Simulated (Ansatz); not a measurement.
`O[SiH](F)[O][GeH3]` + `N[Si](O)(F)F` → `O[SiH](F)N[Si](O)(F)F` + `[OH][GeH3]`  (ligand exchange at the Si–O bond)

Isolated molecules relaxed with PBE0-D4/def2-TZVP in Ansatz; ΔE leaves out vibrations. CCSD(T)/CBS adds triple-zeta CCSD(T) − MP2 to the extrapolated MP2 energy (def2 sets, frozen cores). DFT in def2-TZVPP. B3LYP here is the variant with VWN-RPA as its local correlation; programs differ in this. For Ge outer-core shells are correlated without core-valence functions, which leaves a few kJ/mol of doubt a bond. Scalar relativity is left out up to krypton. One conformer a species, not always the lowest.

Q: Is it downhill or uphill in electronic energy at CCSD(T)/CBS, and by how much? (Best estimate.)

A: The calculation gave: Uphill: ΔE = +58.7 kJ/mol.

Q: What do these levels give: r2SCAN-D4, ωB97X-V, r2SCAN, B3LYP, HF/def2-QZVPP, MP2/CBS(def2)? (Best estimate.)

A: Ansatz gave: r2SCAN-D4 55.7, ωB97X-V 57.4, r2SCAN 56.6, B3LYP 61.3, HF/def2-QZVPP 73.4, MP2/CBS(def2) 58.9 kJ/mol.

Largest T1 diagnostic among the species: 0.012.

The D4 term adds −4.3 kJ/mol with B3LYP and −2.5 kJ/mol with PBE0; it sums over pairs of atoms, weighted by their polarisabilities, and B3LYP, whose exchange is more repulsive, gets the larger term. From PBE to PBE0 (25 % exact exchange), in def2-TZVPP and without D4, ΔE moves by +3.3 kJ/mol. In def2-TZVPP, CCSD(T) changes the Hartree–Fock value by −13.8 kJ/mol (the triples alone add −2.3 kJ/mol) and MP2 by −13.6 kJ/mol.
